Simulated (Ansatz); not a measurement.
Consider the atomization: `[CH3][Al]([OH])[SH]` → Al• + C• + 5 H• + O• + S•.

Calculated with Ansatz (gas phase, PBE0-D4/def2-TZVP geometries, no zero-point term in ΔE). CCSD(T)/CBS adds triple-zeta CCSD(T) − MP2 to the extrapolated MP2 energy (def2 sets, frozen cores). This one scheme is used for every species, atoms too. DFT in def2-TZVPP. B3LYP here is the variant with VWN-RPA as its local correlation; programs differ in this. No spin–orbit coupling; open shells (•) take unrestricted orbitals. Spin–orbit coupling would lower the free atoms: a little for Al, C, O, S. One conformer a species, not always the lowest.

| level | ΔE (kcal/mol) |
| --- | --- |
| r2SCAN-D4 | 772.6 |
| PBE0 | 760.7 |
| B3LYP | 759.0 |
| LC-ωPBE | 763.3 |

(1) What does CCSD(T)/CBS give? (Estimate.)

(2) What do rigid-rotor, harmonic-oscillator terms from PBE0-D4/def2-TZVP frequencies (298.15 K, 1 bar) make of the CCSD(T)/CBS value? (Estimate.)

Largest T1 diagnostic among the species: 0.018.

Answers

(1) Ansatz gave: +772.1 kcal/mol. The listed levels differ from it by 0.5, -11.4, -13.1, -8.8 kcal/mol.

(2) Ansatz gave: ΔZPE = -37.0 kcal/mol, ΔH = +743.2 kcal/mol, ΔS = 875 J/(mol·K), ΔG = +680.9 kcal/mol. Open shells count their whole term as degenerate. Modes under 50 cm⁻¹ make the entropy rough.

From BLYP to BHLYP (50 % exact exchange), in def2-TZVPP and without D4, ΔE moves by −14.2 kcal/mol: exact exchange takes away binding that semilocal exchange gives to molecules. At CCSD(T), def2-SVP lies −52.2 kcal/mol from the extrapolated value and def2-TZVPP −21.5 kcal/mol: correlation converges slowly with the basis, and small sets miss more of it in the bonded molecule than in its fragments.

For atomizations the MP2-based limit and the directly extrapolated one differ by several kJ/mol either way, and by 10 to 25 for some Ge, Se and Sn compounds, so smaller differences from it don't rank the levels.
